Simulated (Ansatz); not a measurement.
Gas-phase electronic energies from Ansatz, PBE0-D4/def2-TZVP geometries. CBS: MP2 limit from def2 TZ/QZ plus the TZ coupled-cluster correction, frozen cores. DFT in def2-TZVPP. For Se outer-core shells are correlated without core-valence functions, which leaves a few kJ/mol of doubt a bond. Scalar relativity is left out up to krypton. Each species was taken in one conformer, which may not be the lowest.

Reaction (ligand exchange at a B–Se bond): `B[Se][SiH2]F` + `CCNC(C)(C)C` → `BN(CC)C(C)(C)C` + `F[SiH2][SeH]`

`B[Se][SiH2]F`:

Z-matrix (Å, degrees):
```
Si
Se 1 2.276
F 1 1.597 2 110.1
H 1 1.478 2 109.8 3 -118.8
H 1 1.480 2 108.3 3 117.5
B 2 1.915 1 97.3 3 86.3
H 6 1.191 2 116.4 1 -178.9
H 6 1.191 2 120.8 1 1.5
```

`CCNC(C)(C)C`:

Cartesian coordinates in Å:
```
C 1.165 -0.575 -2.284
C -0.191 -0.156 -1.737
N -0.533 -0.731 -0.447
C -0.331 0.070 0.761
C -1.367 1.190 0.793
C -0.574 -0.864 1.939
C 1.074 0.672 0.879
H 1.335 -0.154 -3.279
H 1.982 -0.254 -1.634
H 1.220 -1.664 -2.378
H -0.237 0.933 -1.662
H -0.962 -0.433 -2.466
H -0.082 -1.630 -0.338
H -1.234 1.888 -0.037
H -2.373 0.771 0.725
H -1.285 1.763 1.720
H 0.159 -1.676 1.949
H -1.572 -1.304 1.873
H -0.490 -0.327 2.886
H 1.290 1.346 0.046
H 1.834 -0.114 0.890
H 1.173 1.250 1.802
```

`BN(CC)C(C)(C)C`:

```xyz
24

B    -0.144   -0.662   -1.972
N     0.095   -0.456   -0.621
C     0.277   -1.636    0.230
C    -1.024   -2.342    0.565
C     0.223    0.855    0.051
C     1.674    1.060    0.493
C    -0.704    0.926    1.266
C    -0.151    1.991   -0.890
H    -0.168   -1.797   -2.362
H    -0.321    0.235   -2.737
H     0.941   -2.332   -0.287
H     0.791   -1.350    1.149
H    -0.832   -3.222    1.184
H    -1.521   -2.671   -0.350
H    -1.710   -1.687    1.105
H     2.002    0.299    1.203
H     1.786    2.032    0.979
H     2.339    1.029   -0.373
H    -1.745    0.803    0.962
H    -0.601    1.900    1.749
H    -0.470    0.165    2.012
H    -0.080    2.935   -0.346
H     0.517    2.043   -1.750
H    -1.173    1.883   -1.260
```

`F[SiH2][SeH]`:

Cartesian coordinates in Å:
```
F -1.278 0.658 1.092
Si -0.540 -0.139 -0.079
Se 1.424 0.813 -0.657
H -0.329 -1.518 0.411
H -1.394 -0.079 -1.285
H 2.116 0.265 0.518
```

CCSD(T)/CBS gives -16.0 kcal/mol.

Problem. Another level gave -15.8 kcal/mol. Which?
A. r2SCAN-D4/def2-TZVPP
B. PBE/def2-TZVPP
C. ωB97M-V/def2-TZVPP
D. HF/def2-TZVPP

Solution. A. r2SCAN-D4 -15.8, PBE -14.8, HF/def2-TZVPP -12.6, ωB97M-V -17.1 kcal/mol.

Largest T1 diagnostic among the species: 0.013.

The D4 term adds −1.5 kcal/mol with B3LYP and −0.9 kcal/mol with PBE0; it sums over pairs of atoms, weighted by their polarisabilities, and B3LYP, whose exchange is more repulsive, gets the larger term. In def2-TZVPP, CCSD(T) changes the Hartree–Fock value by −4.0 kcal/mol (the triples alone add −0.5 kcal/mol) and MP2 by −3.9 kcal/mol.

B3LYP here is the variant with VWN-RPA as its local correlation; programs differ in this.
